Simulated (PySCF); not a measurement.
CH6O2SSi, SMILES C[Si](O)(O)S.

Coordinates come from a PBE0-D3(BJ)/def2-SVP optimisation. The values are those of a single conformer.

Calculation: SMD-PBE0/def2-SVP (PySCF).

Solvation free energies are E(SMD) − E(gas) at the gas-phase geometry, for 1 M in both phases. In vacuum the dipole moment is 0.95 D.

Computed solvation free energies in water, n-hexane, ethylethanoate:
```tsv
solvent	ΔG(solv) (kcal/mol)	its non-electrostatic (CDS) part	dipole (D)
water	-8.4	3.0	1.33
n-hexane	-4.2	-2.2	1.03
ethylethanoate	-6.7	-2.2	1.14
```
